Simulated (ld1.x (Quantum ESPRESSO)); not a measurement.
## Os, TM: configuration errors across variants

ld1.x (Quantum ESPRESSO) 7.5 input, shortened:

```
&input
   title='Os', zed=76., rel=1, dft='PZ', iswitch=3,
   config='[Xe] 4f14 5d6 6s0 6p0'
 /
 &inputp
   pseudotype=2, tm=.true., lloc=0,
   nlcc=.false.
 /
3
5P  2  1   6.00   0.00  1.10  1.10  0.0
5D  3  2   6.00   0.00  1.40  1.40  0.0
5S  1  0   2.00   0.00  1.60  1.60  0.0
 &test
   configts(1)='5s2 5p6 5d6 6s0 6p0'
 /
```

All-electron excitation energies from the reference (eV): (1) 5s2 5p6 5d6 6s2 6p0 -27.147; (2) 5s2 5p6 5d6 6s1 6p0 -17.284; (3) 5s2 5p6 5d5 6s0 6p0 29.155; (4) 5s2 5p6 5d6 6s0 6p2 -16.517; (5) 5s2 5p6 5d5 6s2 6p1 -20.999; (6) 5s2 5p6 5d6 6s1.5 6p0 -23.102; (7) 5s2 5p6 5d4 6s0 6p0 70.949; (8) 5s2 5p6 5d6 6s0 6p0 spin -2.288; (9) 5s2 5p6 5d6 6s2 6p0 spin -29.167.

Spin tests fill each open shell by Hund’s rule, majority spin first.

4 further variants failed, have other tests or another functional or relativity, and are left out.

Errors AE − PS in meV (a dash: test not solved or not reliable):

```csv
change,(1),(2),(3),(4),(5),(6),(7),(8),(9),bound ghosts
base,+4332,+2595,-4.5,+111,+5281,+3556,-13,+203,+4420,none
wave 5p (bound): rc 1.10 bohr becomes 5p (bound): rc 1.50 bohr,+4328,+2593,-4.2,+127,+5280,+3553,-12,+209,+4421,none
wave 5d (bound): rc 1.40 bohr becomes 5d (bound): rc 1.62 bohr,+4333,+2595,-4.8,+111,+5282,+3556,-15,+200,+4418,none
```

Give the same row for: core correction a·sin(br)/r model core inside 0.44 bohr.

+4264, +2571, -8.6, +110, +5182, +3511, -35, +22, +4203; bound ghosts: none.
